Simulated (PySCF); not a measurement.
## Polarisability and C₆ of Mn²⁺ (manganese, charge +2)

[Ar] 3d5, high-spin 6S determinant. Calculation: PySCF 2.14, in aug-cc-pVTZ-DK; the spin-free X2C one-electron Hamiltonian (Gaussian nucleus). Coupled (time-dependent) response in atomic units; α is the mean over directions.

```
method  mean α (bohr³)  C₆ (like pair)  S(−4)
 M06-L           3.873           11.52  8.083
```

S(−4) is the Cauchy moment in α(ω) = α(0) + S(−4) ω² + …

α(iu) at M06-L:

```tsv
u (hartree)	α(iu) (bohr³)
0	3.873
0.0500	3.853
0.100	3.796
0.200	3.593
0.300	3.328
0.500	2.798
0.750	2.275
1.00	1.892
1.50	1.378
2.00	1.051
3.00	0.6647
5.00	0.3305
```

A single London oscillator, α(iu) = α/(1 + u²/ω²), gives C₆ = (3/4) ω α². Matching the computed C₆ needs ω = 4 × 11.52 / (3 × 3.873²) = 1.02 hartree.

For an ion, C₆ is the dispersion term alone; charge-induced terms of lower order in 1/R come first.
